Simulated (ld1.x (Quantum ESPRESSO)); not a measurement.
# An all-electron radial function and its pseudo partner (lithium)

Columns: radius, all-electron u(r) and pseudo u(r) of the 2s shell (level -6.79 eV) of lithium in the configuration 1s2 2s0 2p0; PBE, non-relativistic, PAW scheme, ld1.x (Quantum ESPRESSO) 7.5.

```json
{"r (bohr)": "0.225", "all-electron": "0.2479", "pseudo": "0.3715"}
{"r (bohr)": "0.450", "all-electron": "0.2177", "pseudo": "0.4270"}
{"r (bohr)": "0.675", "all-electron": "0.0912", "pseudo": "0.2058"}
{"r (bohr)": "0.900", "all-electron": "-0.0590", "pseudo": "-0.0402"}
{"r (bohr)": "1.125", "all-electron": "-0.2020", "pseudo": "-0.2020"}
{"r (bohr)": "1.350", "all-electron": "-0.3247", "pseudo": "-0.3247"}
{"r (bohr)": "1.575", "all-electron": "-0.4221", "pseudo": "-0.4221"}
{"r (bohr)": "1.800", "all-electron": "-0.4936", "pseudo": "-0.4936"}
{"r (bohr)": "2.025", "all-electron": "-0.5413", "pseudo": "-0.5413"}
{"r (bohr)": "2.250", "all-electron": "-0.5686", "pseudo": "-0.5686"}
{"r (bohr)": "2.475", "all-electron": "-0.5793", "pseudo": "-0.5793"}
{"r (bohr)": "2.700", "all-electron": "-0.5770", "pseudo": "-0.5770"}
{"r (bohr)": "2.925", "all-electron": "-0.5648", "pseudo": "-0.5648"}
{"r (bohr)": "3.150", "all-electron": "-0.5453", "pseudo": "-0.5453"}
{"r (bohr)": "3.375", "all-electron": "-0.5206", "pseudo": "-0.5206"}
{"r (bohr)": "3.600", "all-electron": "-0.4926", "pseudo": "-0.4926"}
{"r (bohr)": "3.825", "all-electron": "-0.4626", "pseudo": "-0.4626"}
{"r (bohr)": "4.050", "all-electron": "-0.4315", "pseudo": "-0.4315"}
{"r (bohr)": "4.275", "all-electron": "-0.4003", "pseudo": "-0.4003"}
{"r (bohr)": "4.500", "all-electron": "-0.3695", "pseudo": "-0.3695"}
{"r (bohr)": "4.725", "all-electron": "-0.3395", "pseudo": "-0.3395"}
{"r (bohr)": "4.950", "all-electron": "-0.3109", "pseudo": "-0.3109"}
{"r (bohr)": "5.175", "all-electron": "-0.2836", "pseudo": "-0.2836"}
{"r (bohr)": "5.400", "all-electron": "-0.2579", "pseudo": "-0.2579"}
{"r (bohr)": "5.625", "all-electron": "-0.2339", "pseudo": "-0.2339"}
{"r (bohr)": "5.850", "all-electron": "-0.2116", "pseudo": "-0.2116"}
```

Task: How many radial nodes do the two functions have?

Result: The all-electron 2s function has n − l − 1 = 1; the pseudo-wave has 1, since 1 lower shell of the same l stays in the valence.

Task: At about which radius was the pseudo-wave matched?

Result: 1.20 bohr, where the columns begin to agree (steps of 0.23 bohr).

Task: Is the pseudo-wave norm-conserving?

Result: No, it belongs to a PAW set: the norm inside the radius is not constrained, and the difference is carried by the augmentation charge.
